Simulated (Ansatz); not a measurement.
Complex (SMILES): C#N (CH-N) with [H][H] (H2), atoms 1 to 3 the first; geometry from B3LYP-D3(BJ)/def2-TZVP, monomers rigid:
```xyz
5

C      0.0824     0.0127    -0.2975
N     -0.1799    -0.1015     0.8121
H      0.3266     0.1188    -1.3306
H     -0.9999    -0.4792     4.2527
H     -0.8279    -0.3991     3.5322
```

Basis-set convergence of the uncorrected interaction energy at MP2 with Ansatz (a quantum-chemistry and plane-wave program). Cartesian d functions, on some or all atoms, in 6-31G*, 6-31+G*; all else is spherical. Cores are frozen. No added dispersion term, no relativity. Functions are those of the species that has most. Reference: the counterpoise-corrected one, Hartree-Fock in aug-cc-pVQZ plus the correlation part extrapolated as X^-3 from aug-cc-pVTZ and aug-cc-pVQZ, -0.56 kcal/mol. Deviations are taken from unrounded values.

```tsv
basis	functions	uncorrected interaction energy (kcal/mol)
6-31G*	36	-0.62
6-31+G*	44	-0.27
cc-pVDZ	43	-0.96
aug-cc-pVDZ	73	-0.80
def2-SVP	43	-0.97
def2-SVPD	64	-1.32
pcseg-1	43	-0.69
aug-pcseg-1	73	-0.97
6-311G**	54	-0.78
6-311+G**	62	-0.46
def2-TZVP	80	-0.46
def2-TZVPD	101	-0.61
cc-pVTZ	102	-0.65
aug-cc-pVTZ	161	-0.71
pcseg-2	102	-0.50
aug-pcseg-2	161	-0.82
def2-TZVPP	104	-0.55
def2-TZVPPD	125	-0.62
cc-pVQZ	200	-0.57
aug-cc-pVQZ	298	-0.62
def2-QZVPP	204	-0.53
def2-QZVPPD	225	-0.57
pcseg-3	219	-0.55
aug-pcseg-3	317	-0.67
```

What the diffuse functions change, pair by pair:
- 6-31G* to 6-31+G*: 8 more functions, deviation -0.06 to 0.29 kcal/mol
- cc-pVDZ to aug-cc-pVDZ: 30 more functions, deviation -0.40 to -0.24 kcal/mol
- def2-SVP to def2-SVPD: 21 more functions, deviation -0.40 to -0.75 kcal/mol
- pcseg-1 to aug-pcseg-1: 30 more functions, deviation -0.13 to -0.41 kcal/mol
- 6-311G** to 6-311+G**: 8 more functions, deviation -0.21 to 0.10 kcal/mol
- def2-TZVP to def2-TZVPD: 21 more functions, deviation 0.10 to -0.04 kcal/mol
- cc-pVTZ to aug-cc-pVTZ: 59 more functions, deviation -0.09 to -0.15 kcal/mol
- pcseg-2 to aug-pcseg-2: 59 more functions, deviation 0.07 to -0.25 kcal/mol
- def2-TZVPP to def2-TZVPPD: 21 more functions, deviation 0.02 to -0.06 kcal/mol
- cc-pVQZ to aug-cc-pVQZ: 98 more functions, deviation -0.01 to -0.06 kcal/mol
- def2-QZVPP to def2-QZVPPD: 21 more functions, deviation 0.03 to 0.00 kcal/mol
- pcseg-3 to aug-pcseg-3: 98 more functions, deviation 0.01 to -0.11 kcal/mol

Leaving out the reference's own pair, they bring the value nearer the reference by more than 0.01 kcal/mol in 4 of 11 pairs.
